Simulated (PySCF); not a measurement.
Here is a job for PySCF.
```python
from pyscf import gto, scf, dft

mol = gto.M(
    atom='''
Cl   -1.616614   -1.230963    0.932749
B    -0.926728   -0.086481   -0.070011
Cl   -1.658216    0.925362   -1.180152
B     0.926728    0.086481    0.070011
Cl    1.816168   -0.894556   -0.948701
Cl    1.458661    1.200157    1.196103
''',
    basis='def2-sv(p)',
    charge=1,
    spin=1,
    verbose=3,
)

mf = dft.UKS(mol)
mf.xc = 'lda,vwn'
mf.kernel()
```

**Question.** What does this run give for the number of basis functions, <S^2>, Mulliken (on the basis functions themselves) charges in atom order, HOMO energy, nuclear repulsion energy, total energy?

**Answer.** 
```yaml
number_of_basis_functions: 100
"<S^2>": 0.751
Mulliken (on the basis functions themselves) charges in atom order: Cl1 0.27, B2 -0.05, Cl3 0.27, B4 -0.05, Cl5 0.27, Cl6 0.27
HOMO energy: -12.44 eV
nuclear_repulsion_energy: 431.9235 Eh
total_energy: -1883.2244 Eh
```

These values belong to the state on which the SCF converged, which isn't shown to be the lowest.
